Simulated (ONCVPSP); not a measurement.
# Before and after: ONCV potential for Li

| Quantity | Value |
| --- | --- |
| Element | lithium (Li) |
| Generator | ONCVPSP 4.0.1 |
| Type | optimised norm-conserving Vanderbilt (ONCV) |
| Functional | PBE |
| Relativity | scalar-relativistic |
| Frozen core | [He] |
| Valence charge | 1 |
| Reference configuration | 2s1 |
| Partial waves | 2s: rc 2.75 bohr, ncon 5, nbas 10, qcut 2.7 1/bohr, 2 projectors, debl 3 Ha; p scattering state at 0.03 Ha: rc 2.60 bohr, ncon 4, nbas 7, qcut 2.9 1/bohr, 2 projectors, debl 3 Ha |
| Local potential | polynomial inside 1.70 bohr (lpopt 5, dvloc0 0 Ha) |
| Core correction | Teter function, fcfact 1.5, rcfact 1.15 |

In the p channel the program set the typed energies aside and used 0.050, 3.050 Ha.

Change: all radii but the core radius scaled by about 1.31 (s 3.60, p 3.40 bohr); local potential polynomial inside 2.22 bohr (lpopt 5, dvloc0 0 Ha).

Cutoffs: the cutoffs (Ha) at which the residual kinetic energy of the hardest occupied pseudo-wave falls to 1 and 0.1 mHa per electron; they do not see the model core or the augmentation charge, which bear on the density cutoff. Errors are all-electron minus pseudo energies relative to the spin-unpolarised reference configuration.

Task: What does the change do?

Result: The potential gets softer (2.1 Ha and 3.4 Ha → 1.6 Ha and 2.5 Ha); neither file shows a bound ghost. A larger radius leaves more room for a smooth pseudo-wave, so fewer plane waves are needed.

| quantity | base | changed |
| --- | --- | --- |
| cutoff, loose | 2.1 Ha | 1.6 Ha |
| cutoff, tight | 3.4 Ha | 2.5 Ha |
| bound ghosts | none | none |
| GHOST(+) flags under 300 eV | none | p at 90.9 eV |
| tests with a reliable result | 1 of 2 | 1 of 2 |
| error for 2s0.5, meV [ΔE 2.05 eV] | +4.2 | +3.9 |
| rms error of d²Exc/dni dnj with the model core, mHa | 2.91 | 2.87 |

Base: The cutoffs count occupied waves only; projector 2 of the s channel, the hardest unoccupied one, needs 44 Ha at the loose tolerance. Changed file: The cutoffs count occupied waves only; projector 2 of the s channel, the hardest unoccupied one, needs 27 Ha at the loose tolerance.
